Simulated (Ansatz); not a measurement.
Input:

```yaml
crystal:
  periodic: [false, false, false]
  atoms:
    - { symbol: Al, position_ang: [0.0, 0.0, 0.0] }
    - { symbol: Cl, position_ang: [0.0, 0.0, 2.58] }
    - { symbol: F, position_ang: [1.4635, 0.0, -0.845] }
    - { symbol: F, position_ang: [-1.4635, 0.0, -0.845] }
    - { symbol: "N", position_ang: [0.0928, -2.1047, 0.7] }
    - { symbol: H, position_ang: [-0.4256, -2.8627, 0.1705] }
    - { symbol: H, position_ang: [0.6555, -2.3517, 1.5637] }
    - { symbol: H, position_ang: [0.0645, -1.4634, 1.8747] }
basis:
  gaussian: { orbitals: def2-SVP }
hamiltonian:
  xc: r2scanh
relax:
  f_tol: 0.15
  max_steps: 25
  restrain:
    - { distance: [0, 4], at: 3.12, k: 30.0 }
    - { distance: [7, 1], at: 2.57, k: 30.0 }
    - { distance: [0, 1], at: 2.23, k: 30.0 }
    - { distance: [7, 4], at: 1.06, k: 30.0 }
output:
  orbitals: {}
```

Run as:

```bash
$ ansatz run input.yaml --threads 2 --pin off --max-ram 3072MiB --backend cpu --events-out ev --progress --plain --runs-dir out
```

Hardware: 2 threads of Intel(R) Xeon(R) Platinum 8488C (Sapphire Rapids) (shared host).

**Question.** Roughly how long does this run take, and how much memory?

**Answer.** 31 s, with a peak of 0.24 GiB, for 9 ionic steps.
